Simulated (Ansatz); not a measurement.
A made-up structure of GaH3O2, singlet:

```
atom    x (Å)    y (Å)    z (Å)
  O1  -0.5962  -1.2861   0.1050
 Ga2  -0.0955   0.3746  -0.3206
  O3   1.2044   0.9833   0.7263
  H4  -1.2971  -1.6491  -0.4393
  H5  -0.6903   1.2339  -1.4608
  H6   0.8354  -0.8327  -0.1916
```

It is relaxed with PBE-D4/def2-SVP and then PBE0-D4/def2-TZVP (Ansatz 0.2.0). Atoms count as bonded within 1.22 times the sum of their covalent radii (H–H: 0.88 Å). The end point is not checked to be a true minimum.

(1) Does its bonding change? (Judge from chemistry; the calculation decides.)

Results:

(1) The calculation gives: Yes. Formed: O3–H6; broken: Ga2–H6.

Where it ends: The first stage lowers the energy by 5.03 eV in 13 steps. It ends as GaH₃O₂ ([OH][GaH][OH]):
| atom | x (Å) | y (Å) | z (Å) |
| --- | --- | --- | --- |
| O1 | -0.8112 | -1.4303 | -0.2378 |
| Ga2 | -0.2159 | 0.2329 | -0.5014 |
| O3 | 1.3059 | 0.5541 | 0.3570 |
| H4 | -1.6319 | -1.6412 | -0.6864 |
| H5 | -0.9042 | 1.3140 | -1.3672 |
| H6 | 1.6179 | -0.2057 | 0.8548 |

Labels in which every atom is bracketed show which atoms are joined, not bond orders.

For scale, one of the runs: PBE0-D4/def2-TZVP relaxation, 128 basis functions, launched by `ansatz run in.yaml --threads 2 --pin off --events-out ev --progress --plain --max-ram 4352MiB`. Hardware: 2 CPU threads of an Arm Neoverse V1, shared host. Wall time about 17 s.
